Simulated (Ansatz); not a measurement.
`CC[N](C)[Hf]([OH])([OH])[OH]` and `CC[N](C)[Zr]([OH])([OH])[OH]` differ in one element.

Ansatz, PBE0-D4/def2-TZVP geometries, multiplicity 1. Each molecule was computed in one conformer, which needn't be the lowest.

Elements past krypton have def2 core potentials.

| property | `CC[N](C)[Hf]([OH])([OH])[OH]` |
| --- | --- |
| size of the dipole moment (ωB97M-V/def2-TZVPP) / D | 0.69 |
| HOMO energy (PBE0/def2-TZVPP) / eV | -6.03 |
| HOMO energy (ωB97M-V/def2-TZVPP) / eV | -8.30 |
| LUMO energy (PBE/def2-TZVPP) / eV | -0.63 |
| HOMO–LUMO gap (B3LYP/def2-TZVPP) / eV | 5.61 |
| HOMO energy (PBE/def2-TZVPP) / eV | -4.77 |

(1) What does the change do to each property? (Best estimate.)

Answers

(1) Computed: 
```csv
property,`CC[N](C)[Zr]([OH])([OH])[OH]`,shift
size of the dipole moment (ωB97M-V/def2-TZVPP) / D,0.58,-0.11
HOMO energy (PBE0/def2-TZVPP) / eV,-6.10,-0.07
HOMO energy (ωB97M-V/def2-TZVPP) / eV,-8.35,-0.05
LUMO energy (PBE/def2-TZVPP) / eV,-0.69,-0.06
HOMO–LUMO gap (B3LYP/def2-TZVPP) / eV,5.58,-0.03
HOMO energy (PBE/def2-TZVPP) / eV,-4.85,-0.08
```

With PBE0 the HOMO falls by 0.07 eV and the LUMO falls by 0.12 eV, so the gap narrows by about 0.05 eV. PBE moves the HOMO by -0.08 eV and ωB97M-V by -0.05 eV. Dipoles are sizes alone; their direction can turn.

B3LYP here is the variant with VWN-RPA as its local correlation; programs differ in this.

Positive LUMOs are unbound, so they and the gaps depend on the basis.
